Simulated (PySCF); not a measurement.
Point-charge models of `[C@@H]1([C@@]2(C1)[Si@@H](F)COC2)C` against its computed dipole.

Coordinates (GFN2-xTB, Å) and charges (e) from the PBE0/pcSseg-1 density (PySCF):

```
atom       x       y       z  Mulliken      IAO  Hirshfeld  ESP-fitted
  C1   2.292  -0.913  -0.418   -0.1931  -0.4182    -0.1116     -0.5068
  C2   1.292   0.098  -0.919   -0.2453  -0.1096    -0.0323     +0.0985
  C3   1.088   1.391  -0.202   -0.0805  -0.2816    -0.0917     -0.4243
  C4   0.000   0.347  -0.180   -0.7038  -0.3175    -0.1008     -0.0490
  C5  -0.311  -0.393   1.121   +0.2131  -0.0477    -0.0022     -0.0813
  O6  -1.632  -0.120   1.535   -0.5067  -0.3894    -0.1520     -0.3215
  C7  -2.548  -0.262   0.455   -0.2621  -0.3620    -0.0960     -0.2816
 Si8  -1.668   0.554  -1.027   +1.1079  +1.1848    +0.4400     +0.7033
  F9  -1.786  -0.366  -2.356   -0.4253  -0.5342    -0.2111     -0.3501
 H10   2.382  -0.871   0.664   +0.1018  +0.1373    +0.0436     +0.1385
 H11   1.992  -1.920  -0.702   +0.1228  +0.1450    +0.0438     +0.1323
 H12   3.270  -0.716  -0.854   +0.1256  +0.1488    +0.0458     +0.1546
 H13   1.227   0.129  -2.002   +0.1227  +0.1402    +0.0438     +0.0818
 H14   1.639   1.552   0.714   +0.1231  +0.1415    +0.0471     +0.1765
 H15   0.931   2.292  -0.777   +0.1256  +0.1438    +0.0440     +0.1268
 H16  -0.190  -1.478   0.968   +0.1027  +0.1133    +0.0299     +0.0990
 H17   0.328  -0.080   1.949   +0.1131  +0.1478    +0.0455     +0.1350
 H18  -2.759  -1.326   0.279   +0.1324  +0.1349    +0.0373     +0.1379
 H19  -3.472   0.213   0.779   +0.1395  +0.1621    +0.0458     +0.1414
 H20  -2.079   1.880  -1.443   -0.1135  -0.1392    -0.0687     -0.1111
```

Q: Compute μ = Σ q r for each scheme (1 e·Å = 4.803 D) and compare with the dipole of the full density.

A: The full density gives (1.01, 0.46, -0.04) D, 1.12 D in size; dipole vectors point from the negative to the positive end.

```csv
scheme,μx,μy,μz,size (D),share of the full size (%),angle to the full dipole (°)
Mulliken,1.27,0.82,-0.46,1.58,142,17
IAO,0.79,1.72,-0.24,1.91,171,41
Hirshfeld,0.68,0.52,0.06,0.86,77,14
ESP-fitted,1.03,0.47,0.02,1.14,102,3
```

Q: Which set comes closest?

A: Length of the difference vector: ESP-fitted 0.06 D, Hirshfeld 0.35 D, Mulliken 0.61 D, IAO 1.29 D. Closest: ESP-fitted. 

Q: What is left for the Hirshfeld atoms' own dipoles?

A: The Hirshfeld atoms' densities add up to the full density, so μ = Σ q r + Σ (atomic dipoles). The atomic dipoles sum to (1.01, 0.46, -0.04) − (0.68, 0.52, 0.06) = (0.33, -0.06, -0.10) D, 0.35 D in size.

Q: With the origin at the mean of the coordinates, (0.000, 0.001, -0.121) Å, which are the largest single terms, by size, of the IAO dipole along the direction of the full one?

A: Si8 -7.13, F9 +4.35, C7 +4.25, C1 -3.44, O6 +2.98 D; all 20 atoms together +1.45 D. The single terms depend on the origin, their sum doesn't.

Q: Give the size of the full dipole in other units.

A: 1.12 D = 0.439 au = 0.232 e·Å = 3.72 × 10⁻³⁰ C·m.

One conformer (not necessarily the lowest) at the GFN2-xTB geometry, without solvent, vibrations or thermal averaging.

The run behind these numbers computed NMR shieldings as well. Time: 49 s wall; peak memory 1.1 GiB. Hardware: one thread of an Arm Neoverse V1, shared host with 32 logical CPUs at a one-minute load of 27.
